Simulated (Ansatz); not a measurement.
The cluster Ag₄O₃⁻ (the lowest doublet isomer of a short search), 7 atoms. Hardware: 4 threads of Arm Neoverse V1 on a shared host.

In the def2 sets Ag takes a core potential; there is no spin–orbit coupling. Correlated methods freeze 3 core orbitals; core or outer-core shells of Ag are correlated, in sets that lack core-valence functions.

Task: How many basis functions does each of these Ansatz runs have, and roughly what does it cost? PBE-D4/def2-SVPD, charge -1 doublet, relaxation, 12 steps; MP2/def2-TZVPD, charge -1 doublet, energy, from earlier orbitals; HF/STO-3G, charge -1 doublet, energy; PBE0-D4/def2-TZVPD, charge -1 doublet, energy, from earlier orbitals; PBE-D4/def2-TZVPD, charge -1 doublet, energy and forces, from earlier orbitals; RPA@PBE/def2-TZVPD, charge -1 doublet, energy, from earlier orbitals; B3LYP-D4/def2-TZVPD, charge -1 doublet, energy, from earlier orbitals; r2SCAN-D4/def2-TZVPD, charge -1 doublet, energy, from earlier orbitals; PBE0-D4/def2-SVP, charge -1 doublet, energy with a search over starts.

Result: Other jobs shared the machine, so times can vary by a factor of up to 3. A dash marks memory too small to be measured apart from the calling script's.

```csv
run,functions,fitting or Cholesky vectors,wall time,peak host memory (GiB)
"PBE-D4/def2-TZVPD, charge -1 doublet, energy and forces, from earlier orbitals",280,1964,16 s,0.63
"PBE0-D4/def2-SVP, charge -1 doublet, energy with a search over starts",166,1695,29 s,0.87
"r2SCAN-D4/def2-TZVPD, charge -1 doublet, energy, from earlier orbitals",280,1964,34 s,0.75
"PBE0-D4/def2-TZVPD, charge -1 doublet, energy, from earlier orbitals",280,2096,45 s,1.4
"RPA@PBE/def2-TZVPD, charge -1 doublet, energy, from earlier orbitals",280,2304,46 s,1.5
"PBE-D4/def2-SVPD, charge -1 doublet, relaxation, 12 steps",205,1675,72 s,–
"MP2/def2-TZVPD, charge -1 doublet, energy, from earlier orbitals",280,2304,77 s,1.8
"B3LYP-D4/def2-TZVPD, charge -1 doublet, energy, from earlier orbitals",280,1984,96 s,1.5
"HF/STO-3G, charge -1 doublet, energy",123,1578,1.9 min,2
```
